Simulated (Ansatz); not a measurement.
`[Cl][Zr]([Cl])([Br])[Br]`, charge 0, multiplicity 1.

Task: Give a relaxed structure at PBE0-D4/def2-TZVP (the Gaussian-basis code of Ansatz). (Estimate.)

Result: Computed: 
Z-matrix (Å, degrees):
```
Zr
Cl 1 2.313
Br 1 2.470 2 109.5
Br 1 2.470 2 109.5 3 120.1
Cl 1 2.313 2 109.4 3 -119.9
```
Point group C2v.
